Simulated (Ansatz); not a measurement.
Program: Ansatz. Geometries: PBE0-D4/def2-TZVP. ΔE: electronic, gas phase. CCSD(T)/CBS is the MP2 limit (def2-TZVPP, def2-QZVPP) plus CCSD(T) − MP2 in def2-TZVPP, frozen cores. Functionals use def2-TZVPP. B3LYP here is the variant with VWN-RPA as its local correlation; programs differ in this. Elements past krypton have def2 core potentials. For Sn outer-core shells are correlated without core-valence functions, which leaves a few kJ/mol of doubt a bond. One conformer a species, not always the lowest.

Reaction (formal exchange of groups at the Sn–Si bond): `[CH3][AlH][SiH2][SnH3]` + `CC1=CO1` → `[SnH3][C]1=CO1` + `[CH3][AlH][SiH2]C`

`[CH3][AlH][SiH2][SnH3]`:

```xyz
13

C    -2.253    2.061   -0.149
Al   -0.633    1.067   -0.591
Si    0.151   -0.813    0.785
Sn    2.298   -1.906   -0.083
H    -2.959    2.026   -0.986
H    -2.016    3.119    0.008
H    -2.766    1.693    0.742
H     0.211    1.482   -1.876
H    -0.893   -1.879    0.875
H     0.409   -0.372    2.190
H     2.810   -3.213    0.893
H     3.571   -0.764   -0.138
H     2.068   -2.499   -1.671
```

`CC1=CO1`:

```xyz
8

C    -0.936   -0.177   -0.430
C     0.435   -0.083    0.091
C     1.470    0.761    0.282
O     1.200   -1.026    0.466
H    -1.337    0.806   -0.672
H    -0.942   -0.810   -1.321
H    -1.561   -0.662    0.323
H     1.671    1.190    1.260
```

`[SnH3][C]1=CO1`:

Cartesian coordinates in Å:
```
Sn 0.829 -0.969 -0.529
C -0.370 0.732 -0.245
C -0.994 1.443 0.666
O -1.863 0.488 0.784
H 2.375 -0.378 -0.931
H 0.839 -1.866 0.918
H 0.170 -1.865 -1.813
H -0.986 2.415 1.151
```

`[CH3][AlH][SiH2]C`:

Cartesian coordinates in Å:
```
C 0.786 2.167 0.593
Al 0.633 0.389 1.394
Si -0.323 -1.519 0.166
C -0.893 -1.101 -1.583
H 1.828 2.507 0.609
H 0.431 2.216 -0.438
H 0.219 2.899 1.180
H 1.148 0.189 2.891
H -1.481 -2.083 0.927
H 0.680 -2.627 0.094
H -0.060 -0.729 -2.184
H -1.664 -0.328 -1.565
H -1.305 -1.980 -2.083
```

Q: Is it downhill or uphill in electronic energy at CCSD(T)/CBS, and by how much? (Best estimate.)

A: Ansatz gave: Uphill: ΔE = +0.16 eV.

Q: What do these levels give: r2SCAN, PBE0, B3LYP, SCS-MP2/def2-TZVPP, CCSD(T)/def2-TZVPP, CCSD/CBS(def2)? (Estimate.)

A: Ansatz gave: r2SCAN 0.29, PBE0 0.34, B3LYP 0.26, SCS-MP2/def2-TZVPP 0.05, CCSD(T)/def2-TZVPP 0.14, CCSD/CBS(def2) 0.20 eV.

Largest T1 diagnostic among the species: 0.029, so the coupled-cluster value is less sure than usual.

In def2-TZVPP, CCSD(T) changes the Hartree–Fock value by −0.18 eV (the triples alone add −0.04 eV) and MP2 by −0.25 eV.
